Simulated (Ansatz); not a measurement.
Molecule: CH2Br2, net charge 0, singlet state. 
Structure (B3LYP-D3(BJ)/def2-TZVP (Ansatz, a first-principles code) minimum search):
```xyz
5

Br     1.6305     0.1050     0.0396
C     -0.0111    -0.9350     0.0072
Br    -1.6275     0.1430    -0.0415
H      0.0041    -1.5425    -0.8872
H     -0.0405    -1.5281     0.9108
```
Charge 0, spin multiplicity 1.

Basis-set convergence of Hartree-Fock and CCSD correlation energies (hartree) with Ansatz. Valence correlation only, unless marked. Spin-orbit coupling is left out. Frozen are the shells of the preceding noble gas and the d and f shells that filled before the atom's block. No relativistic terms.

| basis | functions | E(HF) | E(corr, CCSD) |
|---|---|---|---|
| aug-cc-pVDZ | 113 | -5183.80332 | -0.43134 |
| aug-cc-pVTZ | 210 | -5183.96401 | -0.54585 |
| aug-cc-pVQZ | 358 | -5183.97175 | -0.58162 |

Extrapolating the two largest sets (X = 3 and 4) as X^-3: E(corr) = (64·(-0.58162) - 27·(-0.54585))/37 = -0.6077 Eh, an estimate of the basis-set limit. The largest set recovers 95.7 % of it, the smallest 71.0 %.
